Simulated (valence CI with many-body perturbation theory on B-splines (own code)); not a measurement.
**Forbidden lines of Rh²⁴⁺**

Computed by valence CI with perturbative core correlation (CI+MBPT): three valence electrons over a frozen Dirac-Fock core [Ar], a basis of 7 s, 7 p, 8 d, 6 f, 4 g, 1 h functions for each j, with the one-electron correlation potential Σ1, the two-electron term Σ2, the three-electron term Σ3, Breit, model QED; selected CI, second order for the rest, scaled by the run's own slope (own B-spline code, finite nucleus).

No measured levels were compared; by estimate terms of the open shell hold to 2 to 4 % of their energy, and close levels can change places. Only levels of the ground parity were solved; by the run's estimate the other parity begins above the list, which can be wrong where configurations are misplaced.

Lines 1 to 50 of 68 in falling wavelength, among levels below 298350 cm⁻¹, chosen from the decays that carry over 1 % of a level's rate. Wavelengths and rates use the calculated energies, so an error of 3000 cm⁻¹ moves a line at 3521 Å by 11 % and its rate by three times that or more. Weak lines are less certain than strong ones. Lines between different terms over intervals too small for the method are left out, as are lines whose strength nearly cancels. The highest levels of a list are the least certain. Branching is blank where the lifetime is uncertain.

Names give the largest LS component (configuration and term), which can be under half, so a name can repeat, a term be missing and a line seem to break the LS rules; names also repeat where a configuration has a term twice. Letters in brackets count levels of one name in rising energy.

| λ vac (Å) | Upper | Lower | Type | A (s⁻¹) | Branch % |
| --- | --- | --- | --- | --- | --- |
| 9649 | 3d3 4P_1/2 | 3d3 4P_3/2 | M1 | 3.11e+01 | 10.5 |
| 6675 | 3d3 4F_9/2 | 3d3 4F_7/2 | M1 | 6.74e+01 | 100.0 |
| 4559 | 3d3 4F_7/2 | 3d3 4F_5/2 | M1 | 3.83e+02 | 100.0 |
| 3684 | 3d3 4F_5/2 | 3d3 4F_3/2 | M1 | 7.56e+02 | 100.0 |
| 3521 | 3d3 2P_3/2 | 3d3 2D_5/2 [a] | M1 | 6.43e+01 | 1.0 |
| 3390 | 3d3 2D_5/2 [a] | 3d3 2D_3/2 [a] | M1 | 2.33e+02 | 6.3 |
| 2603 | 3d3 2H_11/2 | 3d3 2H_9/2 | M1 | 3.91e+02 | 40.6 |
| 2327 | 3d3 4P_3/2 | 3d3 4F_5/2 | M1 | 2.38e+02 | 16.2 |
| 2287 | 3d3 2D_5/2 [a] | 3d3 4P_5/2 | M1 | 1.86e+02 | 5.1 |
| 2258 | 3d3 4P_5/2 | 3d3 4P_3/2 | M1 | 8.49e+02 | 75.1 |
| 2214 | 3d3 2H_9/2 | 3d3 4F_9/2 | M1 | 1.16e+03 | 53.8 |
| 2076 | 3d3 2D_3/2 [a] | 3d3 4P_1/2 | M1 | 5.27e+02 | 7.8 |
| 2026 | 3d3 2P_3/2 | 3d3 2P_1/2 | M1 | 9.16e+02 | 14.3 |
| 1801 | 3d3 2G_7/2 | 3d3 4F_7/2 | M1 | 8.68e+02 | 27.3 |
| 1763 | 3d3 2P_1/2 | 3d3 4P_1/2 | M1 | 2.87e+03 | 95.0 |
| 1727 | 3d3 2P_3/2 | 3d3 2D_3/2 [a] | M1 | 1.84e+03 | 28.7 |
| 1721 | 3d3 2G_9/2 | 3d3 2H_9/2 | M1 | 2.06e+03 | 41.9 |
| 1709 | 3d3 2D_3/2 [a] | 3d3 4P_3/2 | M1 | 2.68e+03 | 39.5 |
| 1663 | 3d3 2H_9/2 | 3d3 4F_7/2 | M1 | 9.95e+02 | 46.2 |
| 1594 | 3d3 2G_9/2 | 3d3 2G_7/2 | M1 | 2.09e+03 | 42.6 |
| 1531 | 3d3 4P_5/2 | 3d3 4F_7/2 | M1 | 1.26e+02 | 11.2 |
| 1491 | 3d3 2P_1/2 | 3d3 4P_3/2 | M1 | 3.54e+01 | 1.2 |
| 1426 | 3d3 4P_3/2 | 3d3 4F_3/2 | M1 | 1.23e+03 | 83.8 |
| 1386 | 3d3 2P_3/2 | 3d3 4P_5/2 | M1 | 1.80e+03 | 28.1 |
| 1301 | 3d3 2F_5/2 | 3d3 4P_5/2 | M1 | 6.11e+02 | 29.5 |
| 1291 | 3d3 2G_7/2 | 3d3 4F_5/2 | M1 | 2.31e+03 | 72.5 |
| 1281 | 3d3 2F_7/2 | 3d3 4P_5/2 | M1 | 3.29e+01 | 1.4 |
| 1242 | 3d3 4P_1/2 | 3d3 4F_3/2 | M1 | 2.64e+02 | 89.1 |
| 1197 | 3d3 2H_11/2 | 3d3 4F_9/2 | M1 | 5.73e+02 | 59.4 |
| 1154 | 3d3 2F_5/2 | 3d3 2G_7/2 | M1 | 3.66e+02 | 17.6 |
| 1146 | 3d3 4P_5/2 | 3d3 4F_5/2 | M1 | 1.42e+02 | 12.6 |
| 1138 | 3d3 2F_7/2 | 3d3 2G_7/2 | M1 | 6.84e+02 | 29.4 |
| 1136 | 3d3 2D_5/2 [a] | 3d3 4P_3/2 | M1 | 2.65e+02 | 7.2 |
| 1069 | 3d3 2D_3/2 [b] | 3d3 2F_5/2 | M1 | 1.61e+03 |  |
| 1059 | 3d3 2D_5/2 [b] | 3d3 2F_7/2 | M1 | 1.49e+03 | 10.9 |
| 1046 | 3d3 2D_5/2 [b] | 3d3 2F_5/2 | M1 | 2.81e+03 | 20.6 |
| 1018 | 3d3 2D_3/2 [b] | 3d3 2P_3/2 | M1 | 2.01e+02 |  |
| 996.7 | 3d3 2D_5/2 [b] | 3d3 2P_3/2 | M1 | 2.63e+02 | 1.9 |
| 985.2 | 3d3 2D_3/2 [a] | 3d3 4F_5/2 | M1 | 2.56e+03 | 37.8 |
| 968.3 | 3d3 2G_9/2 | 3d3 4F_9/2 | M1 | 2.15e+02 | 4.4 |
| 916.9 | 3d3 2D_5/2 [a] | 3d3 4F_7/2 | M1 | 2.46e+03 | 66.9 |
| 874.0 | 3d3 4P_5/2 | 3d3 4F_3/2 | M1 | 1.26e+01 | 1.1 |
| 858.9 | 3d3 2P_3/2 | 3d3 4P_3/2 | M1 | 2.47e+02 | 3.9 |
| 845.7 | 3d3 2G_9/2 | 3d3 4F_7/2 | M1 | 5.06e+02 | 10.3 |
| 825.6 | 3d3 2F_5/2 | 3d3 4P_3/2 | M1 | 3.75e+02 | 18.1 |
| 789.4 | 3d3 2D_3/2 [b] | 3d3 2D_5/2 [a] | M1 | 2.39e+03 |  |
| 778.8 | 3d3 2F_7/2 | 3d3 4F_9/2 | M1 | 1.11e+03 | 47.9 |
| 777.3 | 3d3 2D_3/2 [a] | 3d3 4F_3/2 | M1 | 9.97e+02 | 14.7 |
| 776.8 | 3d3 2D_5/2 [b] | 3d3 2D_5/2 [a] | M1 | 3.46e+02 | 2.5 |
| 763.4 | 3d3 2D_5/2 [a] | 3d3 4F_5/2 | M1 | 4.53e+02 | 12.3 |
